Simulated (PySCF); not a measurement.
C3H6N2Si.
Numbering: `[SiH3:1][n:2]1[cH:3][cH:4][n:5][cH:6]1` (hydrogens: H7, H8, H9 on Si1; H10 on C3; H11 on C4; H12 on C6)

Geometry (PBE0-D3(BJ)/def2-SVP, Å), atoms numbered from 1 in this order:
```
atom  x, y, z in Å
Si1    1.899    0.035    0.002
N2     0.126   -0.076   -0.021
C3    -0.785    0.939    0.208
C4    -2.027    0.369    0.093
N5    -1.914   -0.963   -0.198
C6    -0.632   -1.198   -0.259
H7     2.391   -1.331   -0.316
H8     2.355    0.471    1.351
H9     2.349    1.021   -1.020
H10   -0.474    1.959    0.427
H11   -2.997    0.853    0.206
H12   -0.172   -2.164   -0.473
```

The closed-shell ground state was solved at several levels (PySCF, density fitting, gas phase, non-relativistic).

```tsv
level	basis functions	HOMO (eV)	LUMO (eV)	gap (eV)	dipole (D)
CAM-B3LYP/def2-SVPD	172	-8.08	0.83	8.91	3.59
PBE0/pcSseg-1	139	-6.77	0.06	6.83	3.57
```

Q: What might wB97X-D/pcSseg-2 (307 basis functions) give for the same quantities?

A: HOMO -8.59 eV, LUMO 1.50 eV, gap 10.09 eV, dipole 3.59 D.

Q: Over all these levels, which gives the widest orbital gap and which the narrowest?

A: wB97X-D/pcSseg-2 (range-separated hybrid) has the widest, 10.09 eV, and PBE0/pcSseg-1 (global hybrid, 25 % exact exchange) the narrowest, 6.83 eV. Functional and basis both differ between the two, so the spread mixes both effects.

Q: How far do the dipole and the HOMO energy spread over the levels?

A: The dipole runs from 3.57 to 3.59 D (mean 3.58 D) and the HOMO from -8.59 to -6.77 eV.
